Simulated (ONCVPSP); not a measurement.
**An all-electron radial function and its pseudo partner (technetium)**

Columns: radius, all-electron u(r) and pseudo u(r) of the 4s shell (level -73.32 eV) of technetium in the configuration [Ar] 3d10 4s2 4p6 4d5 5s2; PBEsol, scalar-relativistic, ONCV scheme, ONCVPSP 4.0.1.

| r (bohr) | all-electron | pseudo |
| --- | --- | --- |
| 0.100 | 0.3975 | 0.1771 |
| 0.200 | -0.1935 | 0.3483 |
| 0.300 | -0.6127 | 0.5080 |
| 0.400 | -0.4347 | 0.6509 |
| 0.500 | 0.0178 | 0.7723 |
| 0.600 | 0.4773 | 0.8685 |
| 0.700 | 0.8241 | 0.9366 |
| 0.800 | 1.0343 | 0.9757 |
| 0.900 | 1.1240 | 0.9858 |
| 1.000 | 1.1242 | 0.9688 |
| 1.100 | 1.0653 | 0.9280 |
| 1.200 | 0.9724 | 0.8678 |
| 1.300 | 0.8639 | 0.7933 |
| 1.400 | 0.7521 | 0.7098 |
| 1.500 | 0.6446 | 0.6226 |
| 1.600 | 0.5460 | 0.5363 |
| 1.700 | 0.4580 | 0.4547 |
| 1.800 | 0.3812 | 0.3805 |
| 1.900 | 0.3154 | 0.3153 |
| 2.000 | 0.2596 | 0.2596 |
| 2.100 | 0.2128 | 0.2128 |
| 2.200 | 0.1738 | 0.1738 |
| 2.300 | 0.1415 | 0.1415 |
| 2.400 | 0.1150 | 0.1150 |
| 2.500 | 0.0932 | 0.0932 |
| 2.600 | 0.0754 | 0.0754 |

Question: How many radial nodes do the two functions have?

Answer: The all-electron 4s function has n − l − 1 = 3 (the table is too coarse to show those close to the nucleus); the pseudo-wave has 0, since the states of the same l below it are removed with the core.

Question: At about which radius was the pseudo-wave matched?

Answer: 2.00 bohr, where the columns begin to agree (steps of 0.10 bohr).

Question: Is the pseudo-wave norm-conserving?

Answer: Yes: the ONCV scheme keeps the norm inside the radius equal to the all-electron one, which fixes the energy derivative of the logarithmic derivative at the level.
